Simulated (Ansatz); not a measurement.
`CB(C)N[SiH3]` + H₂Se → `CB(C)[SeH]` + `N[SiH3]`  (ligand exchange at a B–N bond)

Gas-phase electronic energies from Ansatz, PBE0-D4/def2-TZVP geometries. CCSD(T)/CBS is the MP2 limit (def2-TZVPP, def2-QZVPP) plus CCSD(T) − MP2 in def2-TZVPP, frozen cores. This one scheme is used for every species. DFT in def2-TZVPP. B3LYP here is the variant with VWN-RPA as its local correlation; programs differ in this. HSE06 is defined as in plane-wave codes. For Se outer-core shells are correlated without core-valence functions, which leaves a few kJ/mol of doubt a bond. Scalar relativity is left out up to krypton. Each species was taken in one conformer, which may not be the lowest.

```tsv
level	ΔE (kJ/mol)	difference from CCSD(T)/CBS
LDA (SPW92)	46.5	5.7
PBE-D4	39.2	-1.6
revPBE-D4	40.1	-0.7
BLYP-D4	46.4	5.6
r2SCAN-D4	40.8	0.0
B97M-V	43.4	2.6
PBE0-D4	40.8	0.0
B3LYP-D4	47.1	6.3
r2SCANh-D4	41.2	0.4
BHLYP-D4	48.5	7.7
CAM-B3LYP-D4	51.2	10.4
ωB97M-V	47.2	6.4
B2PLYP	42.8	2.0
PBE-QIDH	39.4	-1.4
revPBE	33.0	-7.8
BLYP	42.1	1.3
r2SCAN	39.6	-1.2
PBE0	38.7	-2.1
B3LYP	44.0	3.2
r2SCANh	40.1	-0.7
r2SCAN0	40.8	0.0
HSE06	38.5	-2.3
BHLYP	47.0	6.2
CAM-B3LYP	49.1	8.3
LC-ωPBE	42.9	2.1
RPA@PBE/def2-TZVPP	44.5	3.7
HF/def2-SVP	57.6	16.8
MP2/def2-SVP	55.4	14.6
CCSD/def2-SVP	60.8	20.0
CCSD(T)/def2-SVP	60.3	19.5
HF/def2-TZVPP	47.3	6.5
MP2/def2-TZVPP	38.4	-2.4
CCSD/def2-TZVPP	44.7	3.9
CCSD(T)/def2-TZVPP	43.7	2.9
HF/def2-QZVPP	48.2	7.4
MP2/def2-QZVPP	37.0	-3.8
SCS-MP2/def2-QZVPP	40.5	-0.3
HF/CBS(def2)	48.3	7.5
MP2/CBS(def2)	35.5	-5.3
CCSD/CBS(def2)	41.9	1.1
CCSD(T)/CBS	40.8	0
```

Largest T1 diagnostic among the species: 0.011.

Leaving LDA and LC-ωPBE aside and taking each functional with its dispersion term where it has one, the values spread over 12.1 kJ/mol, from PBE-D4 to CAM-B3LYP-D4. LDA lies +9.6 kJ/mol from PBE without D4. From BLYP to BHLYP (50 % exact exchange), in def2-TZVPP and without D4, ΔE moves by +4.9 kJ/mol.
